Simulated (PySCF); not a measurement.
Species: `C[N+](C)(C)[AlH2-][N]1CCCC1`. The columns A, B, C and D hold Mulliken, IAO, Hirshfeld and ESP-fitted charges (e) of one PBE0/pcSseg-1 density (PySCF), in a shuffled order. Coordinates in Å (PBE0-D3(BJ)/def2-SVP); the density's dipole moment is (-3.13, -3.22, 1.26) D.

```json
{"atom": "C1", "x": "-3.214", "y": "-0.093", "z": "-0.784", "A": "-0.098", "B": "-0.303", "C": "-0.051", "D": "-0.436"}
{"atom": "N2", "x": "-1.953", "y": "-0.437", "z": "-0.125", "A": "-0.759", "B": "-0.190", "C": "-0.022", "D": "+0.169"}
{"atom": "C3", "x": "-2.097", "y": "-0.408", "z": "1.333", "A": "-0.120", "B": "-0.302", "C": "-0.052", "D": "-0.311"}
{"atom": "C4", "x": "-1.470", "y": "-1.749", "z": "-0.563", "A": "-0.120", "B": "-0.302", "C": "-0.053", "D": "-0.316"}
{"atom": "Al5", "x": "-0.507", "y": "0.977", "z": "-0.652", "A": "+0.844", "B": "+0.608", "C": "+0.340", "D": "+0.459"}
{"atom": "N6", "x": "0.990", "y": "0.377", "z": "0.186", "A": "-0.893", "B": "-0.548", "C": "-0.236", "D": "-0.140"}
{"atom": "C7", "x": "2.050", "y": "-0.404", "z": "-0.408", "A": "+0.002", "B": "-0.135", "C": "-0.035", "D": "+0.039"}
{"atom": "C8", "x": "3.335", "y": "0.391", "z": "-0.117", "A": "-0.226", "B": "-0.268", "C": "-0.076", "D": "-0.098"}
{"atom": "C9", "x": "3.003", "y": "1.177", "z": "1.168", "A": "-0.238", "B": "-0.271", "C": "-0.075", "D": "-0.130"}
{"atom": "C10", "x": "1.524", "y": "0.834", "z": "1.448", "A": "+0.012", "B": "-0.136", "C": "-0.035", "D": "+0.072"}
{"atom": "H11", "x": "-3.529", "y": "0.911", "z": "-0.467", "A": "+0.152", "B": "+0.160", "C": "+0.057", "D": "+0.165"}
{"atom": "H12", "x": "-3.065", "y": "-0.083", "z": "-1.873", "A": "+0.152", "B": "+0.161", "C": "+0.057", "D": "+0.164"}
{"atom": "H13", "x": "-4.007", "y": "-0.819", "z": "-0.531", "A": "+0.117", "B": "+0.133", "C": "+0.045", "D": "+0.140"}
{"atom": "H14", "x": "-2.427", "y": "0.592", "z": "1.648", "A": "+0.151", "B": "+0.160", "C": "+0.055", "D": "+0.131"}
{"atom": "H15", "x": "-2.830", "y": "-1.161", "z": "1.673", "A": "+0.117", "B": "+0.132", "C": "+0.044", "D": "+0.120"}
{"atom": "H16", "x": "-1.120", "y": "-0.612", "z": "1.792", "A": "+0.162", "B": "+0.162", "C": "+0.056", "D": "+0.097"}
{"atom": "H17", "x": "-1.334", "y": "-1.743", "z": "-1.653", "A": "+0.150", "B": "+0.159", "C": "+0.056", "D": "+0.133"}
{"atom": "H18", "x": "-2.185", "y": "-2.546", "z": "-0.288", "A": "+0.117", "B": "+0.132", "C": "+0.044", "D": "+0.122"}
{"atom": "H19", "x": "-0.498", "y": "-1.945", "z": "-0.091", "A": "+0.164", "B": "+0.163", "C": "+0.055", "D": "+0.094"}
{"atom": "H20", "x": "-0.520", "y": "0.753", "z": "-2.245", "A": "-0.281", "B": "-0.234", "C": "-0.199", "D": "-0.291"}
{"atom": "H21", "x": "-1.183", "y": "2.277", "z": "0.011", "A": "-0.281", "B": "-0.234", "C": "-0.198", "D": "-0.292"}
{"atom": "H22", "x": "2.131", "y": "-1.412", "z": "0.061", "A": "+0.087", "B": "+0.091", "C": "+0.013", "D": "-0.013"}
{"atom": "H23", "x": "1.879", "y": "-0.566", "z": "-1.485", "A": "+0.123", "B": "+0.128", "C": "+0.035", "D": "+0.005"}
{"atom": "H24", "x": "3.543", "y": "1.080", "z": "-0.949", "A": "+0.120", "B": "+0.132", "C": "+0.033", "D": "+0.031"}
{"atom": "H25", "x": "4.215", "y": "-0.261", "z": "-0.005", "A": "+0.108", "B": "+0.126", "C": "+0.032", "D": "+0.034"}
{"atom": "H26", "x": "3.653", "y": "0.900", "z": "2.012", "A": "+0.108", "B": "+0.126", "C": "+0.031", "D": "+0.041"}
{"atom": "H27", "x": "3.125", "y": "2.258", "z": "1.007", "A": "+0.120", "B": "+0.132", "C": "+0.034", "D": "+0.037"}
{"atom": "H28", "x": "0.951", "y": "1.690", "z": "1.841", "A": "+0.122", "B": "+0.128", "C": "+0.034", "D": "-0.004"}
{"atom": "H29", "x": "1.481", "y": "0.036", "z": "2.224", "A": "+0.087", "B": "+0.091", "C": "+0.013", "D": "-0.023"}
```

Which column most likely holds the ESP-fitted charges?

D. Σ q r misses the density's dipole by 0.07 D (D), 0.23 D (A), 0.77 D (C), 0.92 D (B). Charges fitted to the outside potential are the only set here that is tied to the molecule's multipoles.

And the Hirshfeld charges?

C. The mean sizes are 0.071 e (C), 0.142 e (D), 0.202 e (B), 0.208 e (A), and Hirshfeld charges are commonly the smallest of these schemes.

As computed, A = Mulliken, B = IAO, C = Hirshfeld, D = ESP-fitted. Hydrogens on carbon: Mulliken +0.09 to +0.16, IAO +0.09 to +0.16, Hirshfeld +0.01 to +0.06, ESP-fitted -0.02 to +0.16 e.

The ESP scheme fits charges at the nuclei, held to the total charge, to the electrostatic potential on points at 1.4 to 2.0 times the van der Waals radii. The Mulliken scheme counts on each atom the diagonal of the density matrix times the overlap matrix over that atom's basis functions.

Geometry: PBE0-D3(BJ)/def2-SVP, one conformer, isolated molecule.
